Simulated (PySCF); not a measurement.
Radial density of F (fluorine, neutral)

TPSS, [He] 2s2 2p5, 2P determinant. Calculation: PySCF 2.14, in x2c-TZVPall; the spin-free X2C one-electron Hamiltonian (Gaussian nucleus).

| r (bohr) | 4πr²ρ (e/bohr) | 4πr²(ρα − ρβ) |
| --- | --- | --- |
| 0.00240 | 0.03311 | 0.0000 |
| 0.00403 | 0.09028 | 0.0000 |
| 0.00678 | 0.2386 | 0.0000 |
| 0.0114 | 0.6140 | 0.0000 |
| 0.0192 | 1.496 | 0.0000 |
| 0.0323 | 3.329 | 0.0003 |
| 0.0543 | 6.327 | 0.0027 |
| 0.0913 | 9.280 | 0.0167 |
| 0.154 | 8.971 | 0.0765 |
| 0.258 | 5.206 | 0.2769 |
| 0.434 | 4.516 | 0.6767 |
| 0.731 | 6.226 | 0.9040 |
| 1.23 | 3.851 | 0.5223 |
| 2.07 | 0.8774 | 0.1078 |
| 3.48 | 0.05773 | 0.0058 |
| 5.85 | 2.897e-05 | 0.0000 |

Densities and radii are taken from the X2C orbitals without a picture-change correction, which distorts them close to the nucleus.
